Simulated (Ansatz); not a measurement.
C₂H₂BrFO (`F[C@@H]1O[C@H]1Br`) at its PBE0-D4/def2-TZVP geometry, where that method's forces vanish. The species carries charge 0 and has multiplicity 1.

```xyz
7

F    -1.0736    1.3205   -0.8055
C    -0.7175    0.2647   -0.0565
O     0.0739    0.5619    1.0460
C     0.6699   -0.1448   -0.0129
Br    1.1599   -1.9638    0.3067
H    -1.5447   -0.4220    0.0961
H     1.4321    0.3834   -0.5739
```

Question: What forces (eV/Å) does B3LYP-D4/def2-TZVPP give on these atoms in Ansatz? (An estimate is asked.)

Answer: The calculation gave: 
```
F1  -0.143  0.333 -0.249
C2  -0.227 -0.376 -0.005
O3   0.039  0.244  0.506
C4   0.217  0.152 -0.325
Br5  0.123 -0.375  0.055
H6   0.049  0.059 -0.021
H7  -0.057 -0.036  0.039
```

B3LYP here is the variant with VWN-RPA as its local correlation; programs differ in this.
